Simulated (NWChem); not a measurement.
System: C2H4BrCl; SMILES C[C@@H](Cl)Br

NWChem input:

```
start job
memory heap 200 mb stack 900 mb global 1100 mb
geometry units angstroms noautosym nocenter noautoz
  C     -1.789082    -0.813936    -0.177750
  C     -0.436181    -0.569934     0.437970
  Cl     0.728377    -1.817042    -0.060605
  Br     0.222508     1.209562    -0.015453
  H     -1.725707    -0.782457    -1.274273
  H     -2.156148    -1.805568     0.127336
  H     -2.501990    -0.048274     0.160406
  H     -0.462096    -0.585946     1.533588
end
basis spherical
  * library def2-svp
end
dft
  xc m06-2x
  iterations 150
end
cosmo
  dielec 4.8
end
task dft energy
```

Parts of the log:

```
             Northwest Computational Chemistry Package (NWChem) 7.3.0
             --------------------------------------------------------

                             Geometry "geometry" -> ""
                             -------------------------

 Output coordinates in angstroms (scale by  1.889725989 to convert to a.u.)

  No.       Tag          Charge          X              Y              Z
 ---- ---------------- ---------- -------------- -------------- --------------
    1 C                    6.0000    -1.78908200    -0.81393600    -0.17775000
    2 C                    6.0000    -0.43618100    -0.56993400     0.43797000
    3 Cl                  17.0000     0.72837700    -1.81704200    -0.06060500
    4 Br                  35.0000     0.22250800     1.20956200    -0.01545300
    5 H                    1.0000    -1.72570700    -0.78245700    -1.27427300
    6 H                    1.0000    -2.15614800    -1.80556800     0.12733600
    7 H                    1.0000    -2.50199000    -0.04827400     0.16040600
    8 H                    1.0000    -0.46209600    -0.58594600     1.53358800

 Effective nuclear repulsion energy (a.u.)     317.2956010674

                                 NWChem DFT Module
                                 -----------------

 Summary of "ao basis" -> "ao basis" (spherical)
 ------------------------------------------------------------------------------
       Tag                 Description            Shells   Functions and Types
 ---------------- ------------------------------  ------  ---------------------
 C                          def2-svp                 6       14   3s2p1d
 Cl                         def2-svp                 8       18   4s3p1d
 Br                         def2-svp                12       32   5s4p3d
 H                          def2-svp                 3        5   2s1p

 in cosmo_initialize ...

 solvent parameters
 solvname_short: unkn
 solvname_long:  unknown
 dielec:        4.8000

          ---------------
          -cosmo- solvent
          ---------------
 Cosmo: York-Karplus, doi: 10.1021/jp992097l
 dielectric constant -eps-     =   4.80
 screen = (eps-1)/(eps    )    =   0.79167
 surface charge correction     = lagrangian

   van der Waals surface
 --------------------------

[...]

                                   COSMO solvation results
                                   -----------------------

                 gas phase energy =     -3112.444411887833
                 sol phase energy =     -3112.448432672370
 (electrostatic) solvation energy =         0.004020784537 (    2.52 kcal/mol)

                       DFT Final Molecular Orbital Analysis
                       ------------------------------------

 Vector   32  Occ=2.000000D+00  E=-3.756892D-01
              MO Center=  4.3D-01, -1.1D+00,  3.4D-02, r^2= 3.1D+00
   Bfn.  Coefficient  Atom+Function         Bfn.  Coefficient  Atom+Function
  ----- ------------  ---------------      ----- ------------  ---------------
    41      0.512732  3 Cl pz                38      0.371117  3 Cl pz
    61     -0.237699  4 Br px                40     -0.219231  3 Cl py
    35      0.212798  3 Cl pz                58     -0.205277  4 Br px
    94     -0.160862  8 H  s                 37     -0.147059  3 Cl py
    59     -0.144719  4 Br py                62     -0.140015  4 Br py

 Vector   33  Occ=2.000000D+00  E=-3.472334D-01
              MO Center=  1.5D-01,  8.5D-01,  3.7D-02, r^2= 2.4D+00
   Bfn.  Coefficient  Atom+Function         Bfn.  Coefficient  Atom+Function
  ----- ------------  ---------------      ----- ------------  ---------------
    63      0.565497  4 Br pz                60      0.475374  4 Br pz
    57     -0.316233  4 Br pz                94     -0.148807  8 H  s
    20     -0.139372  2 C  pz                41      0.135016  3 Cl pz
     3      0.119602  1 C  s                 61      0.119030  4 Br px
    62      0.116536  4 Br py                54      0.102572  4 Br pz

 Vector   34  Occ=2.000000D+00  E=-3.456009D-01
              MO Center=  2.5D-01,  6.1D-01, -1.2D-02, r^2= 3.0D+00
   Bfn.  Coefficient  Atom+Function         Bfn.  Coefficient  Atom+Function
  ----- ------------  ---------------      ----- ------------  ---------------
    61      0.505140  4 Br px                58      0.429152  4 Br px
    40     -0.287440  3 Cl py                55     -0.284928  4 Br px
    62     -0.251968  4 Br py                59     -0.224169  4 Br py
    37     -0.203939  3 Cl py                56      0.147838  4 Br py
    34     -0.116124  3 Cl py                39     -0.097052  3 Cl px

 Vector   35  Occ=0.000000D+00  E= 2.400981D-02
              MO Center= -2.1D-02,  2.9D-01,  1.2D-01, r^2= 3.3D+00
   Bfn.  Coefficient  Atom+Function         Bfn.  Coefficient  Atom+Function
  ----- ------------  ---------------      ----- ------------  ---------------
    17      1.296266  2 C  s                 62      0.898916  4 Br py
    51     -0.663201  4 Br s                 22      0.511069  2 C  py
    21      0.360450  2 C  px                40     -0.356906  3 Cl py
    95     -0.322128  8 H  s                 16      0.315226  2 C  s
    19      0.287267  2 C  py                32     -0.273007  3 Cl s

 Vector   36  Occ=0.000000D+00  E= 8.354766D-02
              MO Center= -1.5D-01, -1.0D+00,  2.1D-01, r^2= 3.3D+00
   Bfn.  Coefficient  Atom+Function         Bfn.  Coefficient  Atom+Function
  ----- ------------  ---------------      ----- ------------  ---------------
    22      0.832326  2 C  py                17     -0.716199  2 C  s
    32      0.716104  3 Cl s                 39     -0.589806  3 Cl px
    40      0.574252  3 Cl py                85      0.464144  6 H  s
    19      0.448598  2 C  py                21     -0.432309  2 C  px
     3     -0.325948  1 C  s                 95      0.317591  8 H  s

[...]
```

Level: M06-2X/def2-SVP, COSMO on the gas-phase geometry. All runs use the structure optimised with PBE0/def2-SVP. COSMO prints the solvation energy as gas minus solution, so a positive value is a stabilisation.
